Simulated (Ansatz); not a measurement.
Start from `C=C(F)I` and change one atom or group to get `C=C(F)SC`.

Ansatz, PBE0-D4/def2-TZVP geometries, multiplicity 1. Each molecule was computed in one conformer, which needn't be the lowest.

Elements past krypton have def2 core potentials.

```json
{"property": "HOMO–LUMO gap (PBE0/def2-TZVPP) / eV", "`C=C(F)I`": "6.30"}
{"property": "HOMO energy (ωB97M-V/def2-TZVPP) / eV", "`C=C(F)I`": "-9.43"}
{"property": "LUMO energy (B3LYP/def2-TZVPP) / eV", "`C=C(F)I`": "-1.27"}
{"property": "LUMO energy (PBE0/def2-TZVPP) / eV", "`C=C(F)I`": "-1.00"}
{"property": "size of the dipole moment (PBE/def2-TZVPP) / D", "`C=C(F)I`": "1.04"}
{"property": "HOMO–LUMO gap (B3LYP/def2-TZVPP) / eV", "`C=C(F)I`": "5.81"}
```

Task: Give the same properties after the change, and the shifts. (Best estimate.)

Result: The calculation gave: 
| property | `C=C(F)SC` | shift |
| --- | --- | --- |
| HOMO–LUMO gap (PBE0/def2-TZVPP) / eV | 6.49 | 0.19 |
| HOMO energy (ωB97M-V/def2-TZVPP) / eV | -8.86 | 0.57 |
| LUMO energy (B3LYP/def2-TZVPP) / eV | -0.45 | 0.82 |
| LUMO energy (PBE0/def2-TZVPP) / eV | -0.21 | 0.79 |
| size of the dipole moment (PBE/def2-TZVPP) / D | 1.18 | 0.14 |
| HOMO–LUMO gap (B3LYP/def2-TZVPP) / eV | 6.04 | 0.23 |

With PBE0 the HOMO rises by 0.61 eV and the LUMO rises by 0.79 eV, so the gap widens by about 0.18 eV. PBE moves the HOMO by 0.63 eV and ωB97M-V by 0.57 eV. The zero-point energy changes by 102.9 kJ/mol with +12 modes. Dipoles are sizes alone; their direction can turn.

B3LYP here is the variant with VWN-RPA as its local correlation; programs differ in this.

Spin–orbit coupling is left out; it splits and shifts lone-pair levels of the heavy atoms by tenths of an eV.
